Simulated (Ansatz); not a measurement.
Question: Name a neutral molecule of B, C, F, O, Si and H with HOMO energy (PBE/def2-TZVPP) between -7.20 and -6.90 eV and HOMO energy (B3LYP/def2-TZVPP) between -8.60 and -8.30 eV (Ansatz, PBE0-D4/def2-TZVP geometry).

Answer: `FBOC[SiH3]` (-7.18 eV, -8.32 eV); `CBO[SiH2]F` (-7.08 eV, -8.35 eV); `BO[SiH](C)F` (-7.06 eV, -8.36 eV); `BO[SiH](F)C=C` (-7.08 eV, -8.34 eV); `CBO[SiH](O)F` (-7.06 eV, -8.34 eV). Other molecules can fit too; these were computed, each in one conformer that needn't be the lowest.

B3LYP here is the variant with VWN-RPA as its local correlation; programs differ in this.
